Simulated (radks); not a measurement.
The numbers below are computed, except where a source is named.
Ta4+, configuration [Xe] 4f14 5d1. Level of theory: Dirac Kohn-Sham, PBE, spin-unpolarised, spherical densities, finite nucleus; open shells are shared between the two j in proportion to 2j + 1; Fermi nuclear charge, rms radius 5.3507 fm (a radial shooting solver on a logarithmic mesh with Libxc functionals). Some entries of the table are withheld. Estimate them.

| orbital | occ. | eigenvalue (eV) | r(max) (bohr) |
|---|---|---|---|
| 1s1/2 | 2 | -67296.71 | 0.01168 |
| 2s1/2 | 2 | -11590.41 | 0.06705 |
| 2p1/2 | 2 | (1) | 0.04993 |
| 2p3/2 | 4 | (2) | 0.05666 |
| 3s1/2 | 2 | -2687.579 | 0.1889 |
| 3p1/2 | 2 | -2460.638 | 0.1770 |
| 3p3/2 | 4 | -2187.187 | 0.1908 |
| 3d3/2 | 4 | -1803.298 | 0.1497 |
| 3d5/2 | 6 | -1743.731 | 0.1535 |
| 4s1/2 | 2 | -581.5641 | 0.4294 |
| 4p1/2 | 2 | -487.9188 | 0.4295 |
| 4p3/2 | 4 | -424.9779 | 0.4587 |
| 4d3/2 | 4 | -270.9471 | (3) |
| 4d5/2 | 6 | -259.3848 | (4) |
| 5s1/2 | 2 | -114.6598 | 0.9876 |
| 5p1/2 | 2 | -87.1407 | 1.061 |
| 5p3/2 | 4 | -77.9881 | 1.142 |
| 4f5/2 | 6 | -67.9684 | 0.4388 |
| 4f7/2 | 8 | -65.9776 | 0.4438 |
| 5d3/2 | 0.4 | -41.6740 | (5) |
| 5d5/2 | 0.6 | -40.7306 | (6) |

Answer. 
(1) 2p1/2 eigenvalue (eV): -11080.86
(2) 2p3/2 eigenvalue (eV): -9810.711
(3) 4d3/2 r(max) (bohr): 0.4564
(4) 4d5/2 r(max) (bohr): 0.4657
(5) 5d3/2 r(max) (bohr): 1.436
(6) 5d5/2 r(max) (bohr): 1.470
